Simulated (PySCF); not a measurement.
**Electron correlation in Ca (calcium, neutral)**

[Ar] 4s2, closed-shell 1S. Calculation: PySCF 2.14, in 6-31G* (5s4p3d, 32 functions); no relativity, point nucleus. Frozen: [Ar]; 2 electrons correlated.

Total MP2 correlation energy: -17.34 mhartree.

Same-spin part 0.00 and opposite-spin part -17.34 mhartree; SCS-MP2 scales them by 1/3 and 6/5 to -20.80 mhartree.

With two correlated electrons CCSD is exact within the correlated space (frozen core and kept virtual orbitals).

```json
{"level": "CCSD", "correlation energy (mhartree)": "-26.49"}
```

Diagnostics: T1 = 0.011, D1 = 0.0160, largest double amplitude 0.119.

Question: Is a single reference adequate?

Answer: Mostly. T1 lies below 0.03, but a double amplitude of this size points to a near-degeneracy that CCSD handles and MP2 describes poorly.
